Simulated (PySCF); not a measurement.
**Radial density of Pb⁺ (lead, charge +1)**

TPSSh, [Xe] 4f14 5d10 6s2 6p1, 2P determinant. Calculation: PySCF 2.14, in aug-cc-pwCVDZ-PP with ECP60MDF; scalar relativity through the core potential. This is the valence pseudo-density: the core potential removes the inner electrons and smooths the orbitals near the nucleus.

```csv
r (bohr),4πr²ρ (e/bohr),4πr²(ρα − ρβ)
0.0440,1.986e-05,0.0000
0.0740,8.701e-05,0.0000
0.124,0.0006222,0.0000
0.209,0.008784,0.0000
0.352,0.3041,0.0015
0.592,8.175,0.0399
0.996,20.01,-0.0019
1.68,6.655,0.1790
2.82,1.359,0.4232
4.74,0.1149,0.0846
7.98,0.001312,0.0013
```

Energies and moments cover only the electrons outside the core potential. Spin-orbit coupling, absent here, splits the open shell strongly.
